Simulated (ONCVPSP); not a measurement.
## What one change does to a pseudopotential (I, ONCV)

iodine (I), optimised norm-conserving Vanderbilt (ONCV), made with ONCVPSP 4.0.1 (PBE, scalar-relativistic). Core [Kr] 4d10, reference 5s2 5p4.75 (charge +0.25). Waves: 5s: rc 1.50 bohr, ncon 5, nbas 9, qcut 3.8 1/bohr, 2 projectors, debl 2.8 Ha; 5p: rc 2.05 bohr, ncon 4, nbas 7, qcut 4.8 1/bohr, 2 projectors, debl 2 Ha. Local part: polynomial inside 1.30 bohr (lpopt 5, dvloc0 6 Ha). Core correction: Teter function, fcfact 4.5, rcfact 1.25.

Change: s: rc 1.66.

Cutoffs: the cutoffs (Ha) at which the residual kinetic energy of the hardest occupied pseudo-wave falls to 1 and 0.1 mHa per electron; they do not see the model core or the augmentation charge, which bear on the density cutoff. Errors are all-electron minus pseudo energies relative to the spin-unpolarised reference configuration.

How do hardness, ghosts and transferability respond?

The potential gets softer (92 Ha and 106 Ha → 15 Ha and 73 Ha); the bound ghost in s disappears; of the 4 tests that both files solve, the error grows in 0 and shrinks in 1 by more than 15 % and 0.3 meV (median size 11.6 → 10.0 meV). A larger radius leaves more room for a smooth pseudo-wave, so fewer plane waves are needed.

| quantity | base | changed |
| --- | --- | --- |
| cutoff, loose | 92 Ha | 15 Ha |
| cutoff, tight | 106 Ha | 73 Ha |
| loose cutoff by channel | s 92 Ha, p 8.8 Ha | s 15 Ha, p 8.8 Ha |
| bound ghosts | s | none |
| GHOST(+) flags under 300 eV | p at 133.1 eV, s at 155.8 eV | s at 61.9 eV, p at 133.1 eV |
| error for 5s2 5p5, meV [ΔE -2.02 eV] | +0.5 | +0.5 |
| error for 5s2 5p4, meV [ΔE 9.12 eV] | -3.7 | -3.7 |
| error for 5s2 5p3, meV [ΔE 28.96 eV] | -20 | -20 |
| error for 5s1 5p5, meV [ΔE 20.10 eV] | -20 | -16 |
| p: phases at 2.08 bohr within 0.05 rad from the reference energy up to (Ha; the scan ends near 5) | 3.4 | 3.4 |
| rms error of d²Exc/dni dnj with the model core, mHa | 0.53 | 0.68 |

 A true bound ghost makes a file unfit for plane-wave use even where its test errors are small: the radial tests pick states by their node count and pass the ghost by.
